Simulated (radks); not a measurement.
Question: Radial electron density D(r) = 4 pi r^2 rho(r) of an atom or ion with 22 electrons. Method: scalar-relativistic Kohn-Sham, PBE, spin-polarised, spherical densities, finite nucleus; Fermi nuclear charge, rms radius of each element as measured or else 0.836 A^(1/3) + 0.57 fm; computed with a radial shooting solver on a logarithmic mesh with Libxc functionals.

r (bohr),D(r) (e/bohr),spin D(r)
0.002097,0.5151,-0.0000483
0.002688,0.8158,-0.0000764
0.003417,1.264,-0.000118
0.004378,1.966,-0.000184
0.00561,3.020,-0.000283
0.007132,4.503,-0.000421
0.00914,6.664,-0.000622
0.01171,9.601,-0.000896
0.01501,13.36,-0.00125
0.01908,17.66,-0.00165
0.02445,22.30,-0.00210
0.03133,26.31,-0.00255
0.03983,28.52,-0.00297
0.05104,28.26,-0.00345
0.06541,25.66,-0.00406
0.08315,22.75,-0.00418
0.1066,22.16,-0.000128
0.1365,25.47,0.0208
0.175,30.20,0.0892
0.2224,31.02,0.253
0.285,24.97,0.594
0.3653,15.69,1.16
0.4643,10.57,1.90
0.595,11.44,2.69
0.7625,13.35,3.13
0.9694,11.60,3.00
1.242,7.084,2.35
1.592,3.164,1.48
2.04,1.108,0.737
2.593,0.3349,0.285
3.323,0.07661,0.0735
4.258,0.01131,0.0112

What is the nuclear charge?

Answer: Z = 24. The innermost maximum, from 1s, lies near gamma/Z bohr with gamma = sqrt(1 - (Z/c)^2) = 0.985, here 0.041 bohr (found: 0.0442), and its height grows with Z. The density is that of the chromium ion Cr2+ in [Ar] 3d4; the configuration itself is not fixed sharply by these data, and Z only to about a unit. D(r) has 3 maxima, at r = 0.0442, 0.204, 0.775 bohr, and minima at 0.0984, 0.499 bohr, inside which lie 2.13, 10.56 electrons.
